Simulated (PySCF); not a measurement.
PySCF 2.14 output of an unrestricted PBE0 calculation on a single atom or ion in dyall-av3z (19s12p3d2f, 84 functions), with the non-relativistic Hamiltonian (point nucleus):

```
SCF conv_tol = 1e-09
number electrons alpha = 9  beta = 5
    C. Adamo and V. Barone.,  J. Chem. Phys. 110, 6158 (1999)
    M. Ernzerhof and G. E. Scuseria.,  J. Chem. Phys. 110, 5029 (1999)
cycle= 1 E= -396.488443839052  delta_E= -0.00492  |g|= 0.0111  |ddm|= 0.0927
cycle= 2 E= -396.488450365044  delta_E= -6.53e-06  |g|= 0.00279  |ddm|= 0.00404
cycle= 3 E= -396.488450802475  delta_E= -4.37e-07  |g|= 0.000431  |ddm|= 0.0004
cycle= 4 E= -396.488450813931  delta_E= -1.15e-08  |g|= 6.13e-06  |ddm|= 0.000111
cycle= 5 E= -396.488450813938  delta_E= -6.31e-12  |g|= 5.41e-07  |ddm|= 6.7e-06
converged SCF energy = -396.488450813938  <S^2> = 6.0000179  2S+1 = 5.0000072
```

The run itself started from symmetry-adapted Hartree-Fock orbitals and held the occupation by maximum overlap, on a logarithmic radial grid, so the iterations belong to that start.

Which element, charge and spin multiplicity is this?

S²⁺ (sulfur, charge +2), multiplicity 5; the state was [Ne] 3s1 3p3, high-spin 5S determinant (an excited configuration).
